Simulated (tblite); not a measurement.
C₆H₆NS (doublet state).
SMILES with atom numbers: `[H]/[N:7]=[CH:6]\[c:5]1[cH:4][cH:3][c:2]([CH2:1])[s:8]1` (hydrogens: H9, H10 on C1; H11 on C3; H12 on C4; H13 on C6; H14 on N7)

A start from a force field or distance geometry was refined with GFN2-xTB geometry optimisation, gas phase in tblite. Values at the start:

```json
{"coordinate": "C1–C2", "start": "1.475 Å"}
{"coordinate": "C1–H9", "start": "1.129 Å"}
{"coordinate": "C1–H10", "start": "1.114 Å"}
{"coordinate": "C2–C3", "start": "1.347 Å"}
{"coordinate": "C2–S8", "start": "1.797 Å"}
{"coordinate": "C3–C4", "start": "1.358 Å"}
{"coordinate": "C3–H11", "start": "1.114 Å"}
{"coordinate": "C4–C5", "start": "1.349 Å"}
{"coordinate": "C4–H12", "start": "1.128 Å"}
{"coordinate": "C5–C6", "start": "1.460 Å"}
{"coordinate": "C5–S8", "start": "1.678 Å"}
{"coordinate": "C6=N7", "start": "1.305 Å"}
{"coordinate": "C6–H13", "start": "1.099 Å"}
{"coordinate": "N7–H14", "start": "1.054 Å"}
{"coordinate": "C1–C2–S8", "start": "129.7°"}
{"coordinate": "C2–C3–C4", "start": "117.7°"}
{"coordinate": "C2–S8–C5", "start": "98.7°"}
{"coordinate": "C3–C2–S8", "start": "101.0°"}
{"coordinate": "C3–C4–C5", "start": "118.9°"}
{"coordinate": "C4–C5–S8", "start": "103.6°"}
{"coordinate": "C5–C6–N7", "start": "122.0°"}
{"coordinate": "C6–C5–S8", "start": "129.7°"}
```

**Question.** How do these coordinates change at the GFN2-xTB level?

**Answer.** 
```tsv
coordinate	GFN2-xTB (Å or °)	change
C1–C2	1.350	-0.125
C2–C3	1.423	+0.076
C5–S8	1.738	+0.060
C1–H9	1.074	-0.055
C4–C5	1.400	+0.051
C4–H12	1.077	-0.051
C1–H10	1.075	-0.039
C3–H11	1.075	-0.039
N7–H14	1.019	-0.035
C6=N7	1.270	-0.035
C2–S8	1.768	-0.029
C5–C6	1.432	-0.028
C6–H13	1.087	-0.012
C3–C4	1.368	+0.010
C6–C5–S8	120.7	-9.0
C3–C2–S8	109.3	+8.3
C4–C5–S8	110.9	+7.3
C1–C2–S8	122.4	-7.3
C2–S8–C5	91.8	-6.9
C5–C6–N7	128.2	+6.2
C3–C4–C5	114.3	-4.6
C2–C3–C4	113.7	-4.0
```

The energy falls by 238.7 kJ/mol over 108 L-BFGS steps, the largest force on an atom goes from 4.53 to 0.009 eV/Å, and the atoms move by 0.941 Å rms after alignment. The bond that changes most is C1–C2 (ends: carbon bonded to C and 2 H; carbon bonded to 2 C and S), which shortens by 0.125 Å. Bonds longer at the end by more than 0.005 Å: 4 of 14; shorter: 10. Among the dihedrals that turn most is H10–C1–C2–C3, from 117° to 0°. Rotational constants go from 4916, 1142, 982.7 to 4775, 1198, 957.6 MHz.

Its GFN2-xTB frequencies are all real (lowest 81 cm⁻¹).

One conformer stands for the species.

The numbers are calculated, not measured.
